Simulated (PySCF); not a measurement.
3-methylsulfanylbuta-1,2-diene (C5H8S), SMILES C=C=C(C)SC. Atoms are numbered in the order given.

```xyz
14

C      2.5391     0.0478     1.2729
C      1.4244     0.2530     0.6209
C      0.3177     0.4612    -0.0572
C     -0.1874     1.8235    -0.4357
S     -0.5495    -0.9743    -0.6626
C     -2.1999    -0.7144     0.0324
H      2.5599     0.0138     2.3679
H      3.4876    -0.1047     0.7458
H     -1.1850     2.0101    -0.0068
H      0.4898     2.6085    -0.0720
H     -0.2783     1.9037    -1.5304
H     -2.1650    -0.6632     1.1303
H     -2.7943    -1.5909    -0.2624
H     -2.6860     0.1853    -0.3717
```
Charge 0, spin multiplicity 1.

The structure is a stationary point at PBE0-D3(BJ)/def2-SVP. The values are those of a single conformer.

Method: PySCF 2.14.0 with PBE0-D3(BJ)/def2-SVP.

Frequencies are harmonic and unscaled.

Computed normal modes with their intensities:
| mode | ν (cm⁻¹) | IR (km/mol) | moving atoms (share of kinetic energy) |
|---|---|---|---|
| 1 | 38 | 2.6 | C 58 %, H 28 %, S 15 % |
| 2 | 151 | 0.5 | H 78 %, C 18 % |
| 3 | 155 | 2.2 | H 63 %, C 29 %, S 9 % |
| 4 | 163 | 0.7 | H 53 %, C 34 %, S 13 % |
| 5 | 217 | 0.2 | H 50 %, C 44 % |
| 6 | 279 | 4.3 | C 63 %, H 30 % |
| 7 | 325 | 1.4 | C 54 %, H 26 %, S 20 % |
| 8 | 487 | 1.2 | C 75 %, H 20 % |
| 9 | 526 | 3.3 | C 58 %, S 25 %, H 17 % |
| 10 | 609 | 2.8 | H 90 %, C 8 % |
| 11 | 650 | 8.1 | C 72 %, H 17 %, S 11 % |
| 12 | 736 | 0.7 | C 55 %, S 32 %, H 12 % |
| 13 | 870 | 47.4 | H 73 %, C 27 % |
| 14 | 942 | 3.0 | H 54 %, C 44 % |
| 15 | 958 | 2.7 | H 83 %, C 15 % |
| 16 | 973 | 12.5 | H 74 %, C 20 % |
| 17 | 990 | 0.3 | H 63 %, C 37 % |
| 18 | 1039 | 0.3 | H 67 %, C 33 % |
| 19 | 1125 | 20.1 | C 70 %, H 29 % |
| 20 | 1277 | 15.3 | C 50 %, H 50 % |
| 21 | 1326 | 2.5 | H 85 %, C 15 % |
| 22 | 1380 | 3.6 | H 76 %, C 24 % |
| 23 | 1434 | 14.4 | H 94 % |
| 24 | 1439 | 6.2 | H 89 %, C 11 % |
| 25 | 1448 | 9.5 | H 88 %, C 12 % |
| 26 | 1457 | 13.7 | H 96 % |
| 27 | 1474 | 4.6 | H 69 %, C 31 % |
| 28 | 2088 | 34.0 | C 98 % |
| 29 | 3053 | 14.6 | H 97 % |
| 30 | 3060 | 25.7 | H 98 % |
| 31 | 3140 | 7.7 | H 91 %, C 9 % |
| 32 | 3141 | 2.2 | H 94 % |
| 33 | 3171 | 6.3 | H 90 %, C 10 % |
| 34 | 3172 | 6.4 | H 90 %, C 10 % |
| 35 | 3180 | 2.1 | H 90 %, C 10 % |
| 36 | 3232 | 0.0 | H 89 %, C 11 % |
